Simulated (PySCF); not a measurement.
## V²⁺ (vanadium, charge +2) across methods

[Ar] 3d2 4p1, one real determinant (an excited configuration). Calculation: PySCF 2.14, in aug-cc-pVTZ with one added diffuse shell each of s, p, d, f, g type (9s8p6d4f3g, 118 functions); the non-relativistic Hamiltonian (point nucleus). The B2PLYP total includes its PT2 part (frozen core); its orbital energies are those of the SCF part.

```
 method  E (hartree)  mean ε 3p β (eV)  mean ε 3d α (eV)  mean ε 4p α (eV)  Σ⟨r²⟩ (bohr²)   ⟨S²⟩
 B2PLYP     -942.487           -71.854           -34.189           -17.091          24.48  3.751
   BP86     -942.823           -66.428           -29.381           -16.124          24.16  3.750
 r2SCAN     -942.688           -67.215           -29.928           -16.056          24.26  3.751
    PBE     -942.473           -66.301           -29.299           -16.038          24.22  3.750
    LDA     -940.523           -66.366           -29.253           -16.056          24.14  3.750
r2SCAN0     -942.683           -69.784           -32.201           -16.637          24.32  3.751
    UHF   -941.80531           -76.383           -38.327           -18.015          24.92  3.753
```

Question: Estimate the same row for PBE0.

Answer: E (hartree) = -942.521; mean ε 3p β (eV) = -69.182; mean ε 3d α (eV) = -31.721; mean ε 4p α (eV) = -16.644; Σ⟨r²⟩ (bohr²) = 24.31; ⟨S²⟩ = 3.751.

⟨L²⟩ = 13.98 against 20 for a pure G term, so this real determinant mixes terms.
